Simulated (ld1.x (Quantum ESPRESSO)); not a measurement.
# As (Z = 33): variants of one TM potential

Base potential:

ld1.x (Quantum ESPRESSO) 7.5 input, shortened:

```
&input
   title='As', zed=33., rel=1, dft='BLYP', iswitch=3,
   config='[Ar] 3d10 4s2 4p3'
 /
 &inputp
   pseudotype=2, tm=.true., lloc=0,
   nlcc=.false.
 /
3
4P  2  1   3.00   0.00  1.55  1.55  0.0
3D  3  2  10.00   0.00  0.90  0.90  0.0
4S  1  0   2.00   0.00  1.70  1.70  0.0
 &test
   configts(1)='3d10 4s2 4p3'
 /
```

Cutoffs, loose and tight: the cutoffs (Ry, on a coarse ladder) from which the occupation-weighted sum of valence levels, in a spherical-Bessel basis at the reference potential, stays within 10 and 1 mRy of its value at 400 Ry. They do not see the model core or the augmentation charge, which bear on the density cutoff. Test errors are all-electron minus pseudo excitation energies from the reference, over the configurations 3d10 4s2 4p2; 3d10 4s2 4p1; 3d10 4s2 4p0; 3d10 4s1 4p0; 3d9 4s2 4p3; 3d10 4s2 4p3.3; 3d10 4s0 4p5. A dash means not determined; rows that change the core or the reference have their own tests.

| change | outcome | cutoff, loose | cutoff, tight | bound ghosts | largest test error (meV) |
| --- | --- | --- | --- | --- | --- |
| base | generated | 300 Ry | over 300 Ry | none | -989 |
| type RRKJ; local potential the p channel | failed: compute_phi: phi has nodes before r_c | – | – | – | – |
| wave 4p (bound): rc 1.55 bohr becomes 4p (bound): rc 1.76 bohr | generated | 300 Ry | over 300 Ry | none | -1000 |
| core [Ar] 3d10, valence charge 5; reference 4s2 4p3; waves now 4s (bound): rc 1.75 bohr; 4p (bound): rc 2.00 bohr; local potential all-electron potential smoothed inside 1.70 bohr (lloc = -1); core correction a·sin(br)/r model core inside 1.45 bohr | generated | 30 Ry | 45 Ry | none | -162 |
| core correction a·sin(br)/r model core inside 0.74 bohr | generated | 300 Ry | over 300 Ry | none | -1065 |
| wave 3d (bound): rc 0.90 bohr becomes 3d (bound): rc 0.92 bohr | generated | 300 Ry | over 300 Ry | none | -972 |
| all radii scaled by about 1.40 (s 2.38, p 2.16, d 1.26 bohr) | generated | 200 Ry | over 300 Ry | none | +1004 |
| local potential the p channel | generated | 300 Ry | over 300 Ry | none | -1007 |
| wave 4s (bound): rc 1.70 bohr becomes 4s (bound): rc 1.84 bohr | generated | 300 Ry | over 300 Ry | none | -974 |

(1) What comes out with this change to the base: functional LDA (PZ)?

(2) What comes out with this change to the base: wave 4s (bound): rc 1.70 bohr becomes 4s (bound): rc 2.60 bohr?

Answers

(1) outcome: failed: run_pseudo: Errors in PS-KS equation. Cause: the pseudo-atom solver did not find the valence states with the expected number of nodes, which is the usual sign of a ghost state.

(2) outcome: generated; cutoff, loose: 300 Ry; cutoff, tight: over 300 Ry; bound ghosts: none; largest test error (meV): +170.
